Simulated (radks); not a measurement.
Question: The mean radii <r> (bohr) of the occupied orbitals of an atom or ion are listed with their occupations. Method: non-relativistic Kohn-Sham, revPBE, spin-polarised, spherical densities, point nucleus; computed with a radial shooting solver on a logarithmic mesh with Libxc functionals.

| orbital | occ. | <r> |
|---|---|---|
| 1s | 2 | 0.1205 |
| 2s | 2 | 0.6270 |
| 2p | 6 | 0.6030 |
| 3s | 2 | 2.388 |

Name the element and its charge. Open shells, if any, are filled with parallel spins first.

Answer: Z = 13, aluminium, charge +1: Al+ in [Ne] 3s2. The 1s radius gives Z: for a bare nucleus <r> = 1.5/Z, 0.1154 bohr for Z = 13, and screening makes it slightly larger (0.1205 here). The occupations add up to 12, and the charge is Z minus that.
